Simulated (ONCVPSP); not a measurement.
## Transferability test, ONCV potential for osmium

Os (Z = 76), optimised norm-conserving Vanderbilt (ONCV), made with ONCVPSP 4.0.1 (PBEsol, scalar-relativistic). Core [Kr] 4d10, reference 4f14 5s2 5p6 5d6.5 6s1.5. Waves: 5s+6s: rc 1.85 bohr, ncon 3, nbas 6, qcut 6.4 1/bohr, 2 projectors; 5p: rc 1.85 bohr, ncon 4, nbas 8, qcut 7.7 1/bohr, 2 projectors, debl 1.5 Ha; 5d: rc 2.40 bohr, ncon 3, nbas 8, qcut 6.6 1/bohr, 2 projectors, debl 1.3 Ha; 4f: rc 0.50 bohr, ncon 4, nbas 9, qcut 21.8 1/bohr, 2 projectors, debl 3.1 Ha. Local part: polynomial inside 0.40 bohr (lpopt 1, dvloc0 1 Ha). Core correction: Teter function, fcfact 4, rcfact 1.25.

In the p channel the program set the typed energies aside and used -1.827, 0.250 Ha.

Energies are relative to the spin-unpolarised reference configuration 4f14 5s2 5p6 5d6.5 6s1.5; without spin polarisation the order of configurations can differ from experiment.

| valence configuration | charge | ΔE all-electron (eV) | error AE − PS (meV) |
| --- | --- | --- | --- |
| 4f14 5s2 5p6 5d6 6s1 | +1 | 9.565 | -1.7 |
| 4f14 5s2 5p6 5d6 6s0 | +2 | 26.505 | -9.6 |
| 4f14 5s2 5p6 5d5 6s2 6p1 | 0 | 6.091 | +12 |

(1) What are ΔE and the potential's error for 4f14 5s2 5p6 5d6 6s2?

Levels in the configuration 4f14 5s2 5p6 5d5 6s2 6p1:

```
level  all-electron (eV)  pseudo (eV)
   4f            -56.589      -56.282
   5s            -96.053      -95.951
   5p            -55.127      -55.093
   5d             -9.672       -9.658
   6s             -8.136       -8.134
   6p             -2.403       -2.405
```

Note: ghosts flagged at negative energy: s at -1376.9 eV, s at -10.5 eV, p at -781.8 eV, d at -367.6 eV; GHOST(+) flags only above 600 eV. A true bound ghost makes a file unfit for plane-wave use.

## Answers

(1) ΔE = -0.060 eV all-electron; the error (AE − PS) is +2.1 meV.
